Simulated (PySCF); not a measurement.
# Electron correlation in V²⁺ (vanadium, charge +2)

Starting occupation: [Ar] 3d2 4p1, 3d5/2 with m_j = +3/2, +5/2, 4p3/2 with m_j = +3/2. Calculation: PySCF 2.14, in x2c-TZVPall-2c (6s7p4d1f, 54 functions); X2C-1e with screened-nucleus spin-orbit coupling, Gaussian nucleus. Frozen: [Ne]; 11 electrons correlated; the 6 highest virtual spinors left out.

MP2 pair energies summed by pair of shells (mhartree):

| pair | energy | share (%) |
| --- | --- | --- |
| 3p-3p | -115.90 | 50.5 |
| 3d-3p | -55.65 | 24.2 |
| 3p-3s | -24.05 | 10.5 |
| 3p-4p | -12.15 | 5.3 |
| 3d-3s | -8.26 | 3.6 |
| 3s-3s | -5.48 | 2.4 |
| 3d-4p | -4.27 | 1.9 |
| 3d-3d | -3.31 | 1.4 |
| 3s-4p | -0.66 | 0.3 |

Total MP2 correlation energy: -229.73 mhartree.

The GHF reference relaxed away from the jj start to a determinant that is no pure jj level (⟨S²⟩ = 3.75, ⟨J²⟩ = 35.75); the energies belong to that determinant.

This basis was not built for core-valence correlation, so the inner-shell part is incomplete.
